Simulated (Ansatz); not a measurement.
Compare A (`B[SiH]1CO1`) with its isomer B (`CB1O[SiH2]1`).

Calculated with Ansatz (gas phase, PBE0-D4/def2-TZVP geometries, no zero-point term in ΔE). CCSD(T)/CBS adds triple-zeta CCSD(T) − MP2 to the extrapolated MP2 energy (def2 sets, frozen cores). DFT in def2-TZVPP. B3LYP here is the variant with VWN-RPA as its local correlation; programs differ in this.

Q: Which isomer does CCSD(T)/CBS put lower? Give the gap. (Estimate.)

A: Computed: B, by 247.5 kJ/mol.

Q: Give E(B) − E(A) in kJ/mol with BLYP-D4, LDA (SPW92), PBE-D4, B2PLYP, B3LYP-D4, r2SCAN-D4, CCSD(T)/def2-TZVPP. (An estimate is asked.)

A: Ansatz gave: BLYP-D4 -237.5, LDA (SPW92) -254.6, PBE-D4 -240.3, B2PLYP -248.8, B3LYP-D4 -243.7, r2SCAN-D4 -246.5, CCSD(T)/def2-TZVPP -248.3. None reverses the order clearly.

Q: Does the order hold for the free energy at 298.15 K (harmonic terms from PBE0-D4)? (Estimate.)

A: Ansatz gave: Yes: G(B) − G(A) = -243.6 kJ/mol.

Largest T1 diagnostic: 0.018.

From PBE to PBE0 (25 % exact exchange), in def2-TZVPP and without D4, E(B) − E(A) moves by −5.7 kJ/mol. At CCSD(T), def2-SVP lies −24.6 kJ/mol from the extrapolated value and def2-TZVPP −0.9 kJ/mol.
